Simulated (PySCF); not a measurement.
## SMILES C[NH2+][C@@H]1C[C@H]1[SiH3], [C₄H₁₂NSi]+, charge +1

Cartesian coordinates in Å; atom numbers follow the order of the lines, from 1:
```xyz
18

C    -2.2612    0.5533    0.3067
N    -1.4455   -0.6788    0.2775
C    -0.1695   -0.5021   -0.4506
C     0.9596   -1.4223   -0.1187
C     1.0111    0.0185    0.3067
Si    2.2283    1.2555   -0.5066
H    -2.5418    0.8337   -0.7063
H    -3.1640    0.4006    0.8944
H    -1.6797    1.3622    0.7449
H    -1.9884   -1.4409   -0.1493
H    -1.2205   -0.9602    1.2407
H    -0.3339   -0.2001   -1.4755
H     1.5955   -1.7468   -0.9269
H     0.8021   -2.1883    0.6271
H     0.8351    0.1846    1.3633
H     1.6159    2.5636   -0.2770
H     3.5097    1.0710    0.1559
H     2.2383    0.9028   -1.9245
```

Total charge +1.

Level of theory: PySCF, TDDFT LC-wPBE/def2-SVPD circular dichroism and optical rotation, one conformer, gas phase. Geometry: GFN2-xTB.

The molecule is flexible and this is one conformer; a measurement averages over conformers. Singlets 11 and 12 lie within 0.01 eV of each other, so their separate moments and overlaps can depend on how they mix.

(1) Draw the ECD and absorption spectra from the lowest 16 states, each a Gaussian of half-width 0.2 eV at 1/e height.

## Answers

(1) 
```tsv
E (eV)	λ (nm)	Δε (L mol⁻¹ cm⁻¹)	ε (L mol⁻¹ cm⁻¹)
8.16	152	-0.01	2.72
8.31	149	-0.14	66
8.46	147	-1.07	520
8.61	144	-2.81	1370
8.76	142	-5.11	1620
8.91	139	-19.89	2530
9.06	137	-33.66	3770
9.21	135	-9.09	4990
9.36	132	+10.36	9010
9.51	130	-16.54	9540
9.66	128	-36.00	5470
9.81	126	-15.46	4440
9.96	124	+15.45	6100
10.11	123	+55.32	9040
10.26	121	+57.33	16300
```
Δε uses R in velocity form, ε uses f in length form. Only the states computed contribute, so the short-wavelength end is incomplete.
